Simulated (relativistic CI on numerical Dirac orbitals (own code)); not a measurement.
**Radial parameters of W⁴⁺**

Computed by Dirac-Coulomb-Breit CI, orbitals from a KLI potential per configuration, model QED, valence Slater integrals scaled by 0.85, P86 correlation energy added to each configuration (own radial code, finite nucleus).

Slater integrals F^k, G^k are unscaled and averaged over j, outside the closed core [Kr] 4d10 5s2; ζ comes from projecting the Hamiltonian with its Breit term on Σ l·s of the shell.

- 4f¹⁴5p⁶5d²: F^2(5d,5d) = 63018, F^4(5d,5d) = 42014, ζ(5d) = 2813 cm⁻¹; <r>(5d) = 1.665, <r^2>(5d) = 3.17 (bohr units).
- 4f¹⁴5p⁶5d6s: ζ(5d) = 3029.1, G^2(5d,6s) = 23801 cm⁻¹; <r>(5d) = 1.652, <r^2>(5d) = 3.129, <r>(6s) = 2.455, <r^2>(6s) = 6.704 (bohr units).
- 4f¹⁴5p⁶5d6p: ζ(5d) = 3149.4, F^2(5d,6p) = 30524, G^1(5d,6p) = 13945, G^3(5d,6p) = 11864, ζ(6p) = 8909.6 cm⁻¹; <r>(5d) = 1.634, <r^2>(5d) = 3.059, <r>(6p) = 2.891, <r^2>(6p) = 9.304 (bohr units).

(1) Give the Racah parameters of the d shell in 4f¹⁴5p⁶5d².

In this model ζ of a weakly bound d, f or g electron outside closed shells comes out too small, for d by up to a factor of two or three and at times with the wrong sign; that of an outer p electron is too small as well.

Averages of the first 10 configurations, taken without configuration mixing, which lowers the lowest level and can move excited configurations by several eV; other configurations of the list can lie among them:

```json
{"Configuration": "4f¹⁴5p⁶5d²", "Parity": "even", "States": "45", "Average energy above the lowest level (eV)": "1.7"}
{"Configuration": "4f¹⁴5p⁶5d6s", "Parity": "even", "States": "20", "Average energy above the lowest level (eV)": "8.7"}
{"Configuration": "4f¹⁴5p⁶6s²", "Parity": "even", "States": "1", "Average energy above the lowest level (eV)": "17.3"}
{"Configuration": "4f¹⁴5p⁶5d6p", "Parity": "odd", "States": "60", "Average energy above the lowest level (eV)": "17.2"}
{"Configuration": "4f¹⁴5p⁶5d5f", "Parity": "odd", "States": "140", "Average energy above the lowest level (eV)": "29.6"}
{"Configuration": "4f¹⁴5p⁶5d5g", "Parity": "even", "States": "180", "Average energy above the lowest level (eV)": "38.3"}
{"Configuration": "4f¹⁴5p⁶6s6p", "Parity": "odd", "States": "12", "Average energy above the lowest level (eV)": "25.2"}
{"Configuration": "4f¹⁴5p⁶5d7s", "Parity": "even", "States": "20", "Average energy above the lowest level (eV)": "28.8"}
{"Configuration": "4f¹⁴5p⁶5f²", "Parity": "even", "States": "91", "Average energy above the lowest level (eV)": "60.6"}
{"Configuration": "4f¹⁴5p⁶5d6d", "Parity": "even", "States": "100", "Average energy above the lowest level (eV)": "28.0"}
```

Results:

(1) B = F²/49 − 5F⁴/441 = 810 cm⁻¹ and C = 35F⁴/441 = 3334 cm⁻¹; values fitted to spectra at such low charge are typically 15 to 30 % smaller.
